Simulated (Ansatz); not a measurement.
A first, cheap relaxation of C₂H₃BO (`C#CBO`).

```yaml
crystal:
  periodic: [false, false, false]
  atoms:
    - {symbol: C, position_ang: [-0.107800, 0.006900, 1.921800]}
    - {symbol: C, position_ang: [0.001600, 0.173600, 0.721300]}
    - {symbol: B, position_ang: [0.178000, 0.336500, -0.803800]}
    - {symbol: O, position_ang: [-0.592600, -0.353200, -1.728300]}
    - {symbol: H, position_ang: [-0.296000, -0.064900, 2.935400]}
    - {symbol: H, position_ang: [1.064200, 1.058300, -1.198800]}
    - {symbol: H, position_ang: [-0.186200, -1.225200, -1.893200]}
basis:
  gaussian: {orbitals: def2-SVP}
hamiltonian: {xc: pbe, dispersion: d4}
relax: {f_tol: 0.03, max_steps: 200}
```

```sh
$ ansatz run in.yaml --threads 2 --pin off --events-out ev --progress --plain --max-ram 4352MiB
```

It prints (some lines left out):

```
Functional definition: PBE
mean field -4835.09271874 eV, -177.6863800702 hartree, gradient 5.7e-5 eV, S^2 0.000000; 0 other end points of the search recorded, 0 dependent functions left out
relax step   1: F+E_penalty+E_count = -4835.18593899 eV  Δ(F+E_penalty+E_count) = +0.000e0 eV  max|allowed force component| = 2.146e0 eV/Å  Δτ_max = 0.0000 Å  (25 SCF iters, accepted)
mean field -4835.15828818 eV, -177.6887897025 hartree, gradient 9.8e-6 eV, S^2 0.000000; 0 other end points of the search recorded, 0 dependent functions left out
relax step   2: F+E_penalty+E_count = -4835.25135109 eV  Δ(F+E_penalty+E_count) = -6.541e-2 eV  max|allowed force component| = 9.326e-1 eV/Å  Δτ_max = 0.1010 Å  (30 SCF iters, accepted)
mean field -4835.22733121 eV, -177.6913269873 hartree, gradient 1.6e-5 eV, S^2 0.000000; 0 other end points of the search recorded, 0 dependent functions left out
relax step   3: F+E_penalty+E_count = -4835.32042187 eV  Δ(F+E_penalty+E_count) = -6.907e-2 eV  max|allowed force component| = 9.921e-1 eV/Å  Δτ_max = 0.0782 Å  (29 SCF iters, accepted)
mean field -4835.30832503 eV, -177.6943034550 hartree, gradient 1.9e-5 eV, S^2 0.000000; 0 other end points of the search recorded, 0 dependent functions left out
relax step   4: F+E_penalty+E_count = -4835.40146596 eV  Δ(F+E_penalty+E_count) = -8.104e-2 eV  max|allowed force component| = 2.762e0 eV/Å  Δτ_max = 0.2000 Å  (33 SCF iters, accepted)
mean field -4835.66605021 eV, -177.7074496130 hartree, gradient 1.8e-5 eV, S^2 0.000000; 0 other end points of the search recorded, 0 dependent functions left out
relax step   5: F+E_penalty+E_count = -4835.75914209 eV  Δ(F+E_penalty+E_count) = -3.577e-1 eV  max|allowed force component| = 1.634e0 eV/Å  Δτ_max = 0.2000 Å  (32 SCF iters, accepted)
mean field -4835.84262602 eV, -177.7139386543 hartree, gradient 2.6e-5 eV, S^2 0.000000; 0 other end points of the search recorded, 0 dependent functions left out
relax step   6: F+E_penalty+E_count = -4835.93634745 eV  Δ(F+E_penalty+E_count) = -1.772e-1 eV  max|allowed force component| = 8.580e-1 eV/Å  Δτ_max = 0.2000 Å  (32 SCF iters, accepted)
mean field -4835.86312225 eV, -177.7146918770 hartree, gradient 1.4e-5 eV, S^2 0.000000; 0 other end points of the search recorded, 0 dependent functions left out
relax step   7: F+E_penalty+E_count = -4835.95705818 eV  Δ(F+E_penalty+E_count) = -2.071e-2 eV  max|allowed force component| = 1.936e-1 eV/Å  Δτ_max = 0.0836 Å  (27 SCF iters, accepted)
mean field -4835.86415726 eV, -177.7147299127 hartree, gradient 1.8e-5 eV, S^2 0.000000; 0 other end points of the search recorded, 0 dependent functions left out
relax step   8: F+E_penalty+E_count = -4835.95812855 eV  Δ(F+E_penalty+E_count) = -1.070e-3 eV  max|allowed force component| = 1.519e-1 eV/Å  Δτ_max = 0.0135 Å  (29 SCF iters, accepted)
mean field -4835.86468714 eV, -177.7147493856 hartree, gradient 1.9e-5 eV, S^2 0.000000; 0 other end points of the search recorded, 0 dependent functions left out
relax step   9: F+E_penalty+E_count = -4835.95869179 eV  Δ(F+E_penalty+E_count) = -5.632e-4 eV  max|allowed force component| = 2.791e-2 eV/Å  Δτ_max = 0.0069 Å  (29 SCF iters, accepted)
mean field -4835.86468714 eV, -177.7147493856 hartree, gradient 1.9e-5 eV, S^2 0.000000; 1 other end points of the search recorded, 0 dependent functions left out
Total energy: -4835.95872173 eV, -177.7182050929 hartree
Atom 0 at    -0.159116    -0.042626     1.826624 Å, force     0.002678     0.000502    -0.014245 eV/Å
Atom 1 at     0.053277     0.141448     0.628775 Å, force     0.002924     0.008094     0.004445 eV/Å
Atom 2 at     0.322786     0.380377    -0.864534 Å, force    -0.019023    -0.027513     0.027908 eV/Å
Atom 3 at    -0.135559    -0.471342    -1.822590 Å, force     0.004666     0.005779    -0.016194 eV/Å
Atom 4 at    -0.341608    -0.197773     2.882346 Å, force    -0.000363    -0.000642    -0.002436 eV/Å
Atom 5 at     0.957036     1.340822    -1.253963 Å, force     0.006017     0.008209    -0.007911 eV/Å
Atom 6 at    -0.635616    -1.218906    -1.442258 Å, force     0.003102     0.005571     0.008433 eV/Å
Dipole moment:    -0.205768    -0.293566     0.265343 e Å
```

Run time 8.5 s (2 threads of an Arm Neoverse V2 on a shared host); peak host memory 0.13 GiB.
